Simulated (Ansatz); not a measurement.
A structure relaxed at PBE0-D4/def2-SVPD in Ansatz, charge -1, doublet:

```xyz
7

Mg   -0.9077    0.2958    1.0066
Mg   -0.7982    0.2958   -1.6312
Mg    1.7767   -0.6190    1.1892
O     0.9576   -0.3047   -1.9754
O    -2.0917    0.7240   -0.4020
O     0.3295   -0.1398    2.2970
O     0.7338   -0.2520   -0.4842
```

**Question.** Give its formula and point group.

**Answer.** Mg₃O₄⁻. Point group Cs (tolerance 0.1 Å).

**Question.** Summarise the bond lengths by kind (pairs closer than 1.2 times the sum of covalent radii, bridged metal pairs left out).

**Answer.** 8 × Mg–O 1.84 to 2.28 Å; 1 × O–O 1.51 Å.

The structure holds one bond between oxygen atoms, so isomers without such links may lie far lower. Another isomer (doublet) lies 0.49 eV lower at PBE0-D4/def2-TZVPD; other spin states weren't run for this one.
